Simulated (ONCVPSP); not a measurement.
# An odd input for ONCVPSP 4.0.1 (tin)

Command:

```bash
oncvpsp.x < Sn.dat > Sn.out
```

Input:

```
# ATOM AND REFERENCE CONFIGURATION
# atsym  z   nc   nv     iexc    psfile
  Sn 50.00    6    5  -116133      upf
#
#   n    l    f
    1    0    2.00
    2    0    2.00
    2    1    6.00
    3    0    2.00
    3    1    6.00
    3    2   10.00
    4    0    2.00
    4    1    6.00
    4    2   10.00
    5    0    2.00
    5    1    2.00
#
# PSEUDOPOTENTIAL AND OPTIMIZATION
# lmax
    2
#
#   l,   rc,      ep,       ncon, nbas, qcut
    0    1.45    0.00    3    8    9.60
    1    1.35    0.00    4    8    9.20
    2    1.60    0.00    4   14   11.60
#
# LOCAL POTENTIAL
# lloc, lpopt,  rc(5),   dvloc0
    4    1    1.00    2.00
#
# VANDERBILT-KLEINMAN-BYLANDER PROJECTORs
# l, nproj, debl
    0    2    3.50
    1    2    1.60
    2    2    3.70
#
# MODEL CORE CHARGE
# icmod, fcfact, rcfact
    3    5.25    1.25
#
# LOG DERIVATIVE ANALYSIS
# epsh1, epsh2, depsh
   -6.00    5.00    0.04
#
# OUTPUT GRID
# rlmax, drl
    6.00    0.01
#
# TEST CONFIGURATIONS
# ncnf
    4
# nvcnf
#   n    l    f
    5
    4    0    2.00
    4    1    6.00
    4    2   10.00
    5    0    2.00
    5    1    1.00
#
    5
    4    0    2.00
    4    1    6.00
    4    2   10.00
    5    0    2.00
    5    1    0.00
#
    5
    4    0    2.00
    4    1    6.00
    4    2   10.00
    5    0    1.00
    5    1    0.00
#
    5
    4    0    2.00
    4    1    6.00
    4    2   10.00
    5    0    1.00
    5    1    3.00
#
```

This is an input that runs to its end, with one change: nbas of l = 2 set to 14.

**Question.** How does the run end?

**Answer.** The program refuses the input: "test_data: must have ncon+3 <= nbas <= ncon+5, l= 2".

```
ONCVPSP  (Optimized Norm-Conservinng Vanderbilt PSeudopotential)
scalar-relativistic version 4.0.1

test_data: must have ncon+3 <= nbas <= ncon+5, l=   2
 for nproj=2
ERROR: test_data found   1 ERROR; stopping
```
